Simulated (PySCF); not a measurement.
# Cost of excited-state runs on SMILES C[C@@H]1C[CH2][Ge@H]1[AsH2], C₄H₁₁AsGe

Geometry (Å), atoms numbered from 1 in this order:
```xyz
17

C    -0.2313    1.9886    0.3950
C    -0.3411    0.5730   -0.1242
C    -1.6418   -0.2103    0.1827
C    -1.1559   -1.6759    0.2372
Ge    0.6466   -0.9709    0.6553
As    2.5828   -1.9839   -0.3926
H    -0.9963    2.6446   -0.0559
H    -0.3687    2.0284    1.4877
H     0.7522    2.4285    0.1679
H    -0.1464    0.5429   -1.2106
H    -2.0124    0.0916    1.1777
H    -2.4629   -0.0205   -0.5317
H    -1.1578   -2.1507   -0.7563
H    -1.6747   -2.3377    0.9436
H     0.9139   -0.8299    2.1733
H     2.1275   -1.5354   -1.7783
H     3.4231   -0.7246   -0.1967
```

PySCF with density fitting, on 1 thread of an Arm Neoverse V1, shared host. Command: `OMP_NUM_THREADS=1 python excited_run.py task.json out`

Problem. How long does each of these runs take, and how much memory?
- magnetisability and related constants, BHandHLYP/pcSseg-1; isotopologues
- magnetisability and related constants, LC-wPBE/6-31G; usual settings
- magnetisability and related constants, LC-wPBE/STO-3G; IEF-PCM tetrahydrofuran

Solution. 
```tsv
run	level	basis functions	wall time	peak memory (GiB)
magnetisability and related constants	BHandHLYP/pcSseg-1	205	49 s	0.97
magnetisability and related constants	LC-wPBE/6-31G	112	45 s	0.81
magnetisability and related constants	LC-wPBE/STO-3G	67	19 s	0.72
```
Times from a shared host are rough.
